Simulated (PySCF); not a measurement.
Compound: C₅H₁₂Si.
Cartesian coordinates in Å at the PBE0-D3(BJ)/def2-SVP level; atoms count from 1:
```
atom  x, y, z in Å
C1    -1.274   -0.599   -0.006
C2    -1.119    0.899    0.258
C3     0.026    1.556   -0.524
Si4    1.655    0.664   -0.190
C5     1.214   -1.167   -0.309
C6    -0.090   -1.456    0.446
H7    -1.448   -0.762   -1.086
H8    -2.184   -0.956    0.503
H9    -2.070    1.406    0.020
H10   -0.961    1.054    1.341
H11    0.102    2.629   -0.285
H12   -0.178    1.494   -1.609
H13    2.722    1.054   -1.165
H14    2.139    0.985    1.193
H15    2.035   -1.800    0.065
H16    1.091   -1.418   -1.378
H17   -0.355   -2.521    0.337
H18    0.069   -1.297    1.529
```

Computed with TDDFT PBE0/def2-SVPD, vertical, gas phase, core orbitals frozen in the response in PySCF 2.14.0, density-fitted response routines.

Ground-to-excited transition dipoles (e·a0, same axes as the geometry; the sign carries no meaning), for the states with f of 0.002 or more among the lowest 6:

| state | E (eV) | μx | μy | μz |
| --- | --- | --- | --- | --- |
| S2 | 7.569 | 0.237 | 0.111 | 0.092 |
| S3 | 7.831 | -0.293 | -0.120 | 0.108 |
| S4 | 7.951 | 0.043 | -0.100 | 0.008 |
| S5 | 8.005 | 0.111 | -0.255 | 0.021 |
| S6 | 8.071 | -0.170 | 0.390 | -0.031 |

(1) What oscillator strength does each state have?

(2) What is the point group, and which symmetry does each of these states have?

(3) Which bond between heavy atoms lies closest to the direction of the S6 transition dipole?

(4) What angle do the transition dipoles of S2 and S6 make?

(5) How is the summed strength of these states shared among x, y and z?

(6) What peak molar absorption coefficient would the strongest computed level give as a lone Gaussian band 0.3 eV wide at half height?

Results:

(1) f = (2/3) ΔE |μ|² with ΔE in hartree (27.2114 eV).

```json
{"state": "S2", "|μ|² (au)": "0.077", "|μ| (D)": "0.71", "f": "0.014"}
{"state": "S3", "|μ|² (au)": "0.112", "|μ| (D)": "0.85", "f": "0.021"}
{"state": "S4", "|μ|² (au)": "0.012", "|μ| (D)": "0.28", "f": "0.002"}
{"state": "S5", "|μ|² (au)": "0.078", "|μ| (D)": "0.71", "f": "0.015"}
{"state": "S6", "|μ|² (au)": "0.182", "|μ| (D)": "1.08", "f": "0.036"}
```

(2) Cs. Polarised normal to the mirror plane, so A″: S4, S5 and S6. Polarised in the mirror plane, so A′: S2 and S3.

(3) C1–C2 and C1–C6, at 33° from it; next Si4–C5 and C3–Si4 at 38°.

(4) |cos θ| = |μa·μb| / (|μa| |μb|) = 0.00, so θ ≈ 90° (taken between 0 and 90°, since the signs are arbitrary).

(5) (2/3) Σ ΔE μα² gives 0.035 for x, 0.050 for y and 0.004 for z, 0.089 in all.

(6) ε(max) = 2.175×10⁸ f / FWHM, with the width in cm⁻¹. S6: 2.175×10⁸ × 0.0360 / 2420 ≈ 3200 L mol⁻¹ cm⁻¹.

Hardware: one thread of an x86-64 server, shared host. Cost: 33 s.

One conformer stands for the species.

Without π bonds the low states may be Rydberg-like; a valence basis with one diffuse set may place them up to an eV too high.
